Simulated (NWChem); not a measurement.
# ethylene carbonate (C3H4O3); SMILES O=C1OCCO1

```xyz
10

O      0.0000     0.0000    -2.0365
C      0.0000     0.0000    -0.8418
O      0.0953    -1.1143    -0.0618
C     -0.1193    -0.7583     1.3096
C      0.1193     0.7583     1.3096
O     -0.0953     1.1143    -0.0618
H      0.5841    -1.3148     1.9320
H     -1.1450    -1.0233     1.5892
H     -0.5841     1.3148     1.9320
H      1.1450     1.0233     1.5892
```
Atoms are numbered in this order, from 1.

Results from NWChem. Pople sets run with spherical d functions. Geometry: optimised at B3LYP/6-31G* (spherical d). GIAO values for the isolated, static molecule; σ is the absolute isotropic shielding, δ = σ(reference) − σ with the isolated reference molecule computed at the same levels (13C: tetramethylsilane, 1H: tetramethylsilane, 17O: water).

| level | δ O1 (ppm) | δ C2 (ppm) | δ O3 (ppm) | δ C4 (ppm) | δ H7 (ppm) | δ H8 (ppm) |
|---|---|---|---|---|---|---|
| LDA (Slater exchange, VWN5)/pcSseg-1 | 313.4 | 163.5 | 169.9 | 70.0 | 4.37 | 4.34 |
| B3LYP/6-311G** | 312.7 | 158.9 | 160.4 | 67.0 | 4.21 | 4.14 |
| Hartree-Fock/6-31G* | 267.3 | 147.9 | 98.0 | 57.8 | 4.09 | 4.06 |
